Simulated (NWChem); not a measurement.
System: TaSF$_{3}$; SMILES [F][Ta](=[S])([F])[F]

NWChem input:

```
start job
memory heap 200 mb stack 900 mb global 1100 mb
geometry units angstroms noautosym nocenter noautoz
  Ta     0.000000     0.000000    -0.085780
  S      0.000000     0.000000     2.062994
  F      0.490334     1.710645    -0.648316
  F     -1.726629    -0.430680    -0.648316
  F      1.236295    -1.279965    -0.648316
end
basis spherical
  * library def2-svpd
end
ecp
  Ta library def2-ecp
end
dft
  xc b3lyp
  iterations 150
end
property
  response 1 0.0773
end
task dft property
```

All runs use the structure optimised with PBE0/def2-SVP. def2 effective core potentials on Ta; no spin-orbit coupling.

Field at 589 nm.

**Question.** What results follow from this input? (B3LYP/def2-SVPD with def2 effective core potentials on Ta.) Quantities: isotropic polarisability (bohr³); anisotropy (bohr³).

**Answer.** 
| Quantity | Result |
|---|---|
| isotropic polarisability (bohr³) | 60.7 |
| anisotropy (bohr³) | 28.5 |
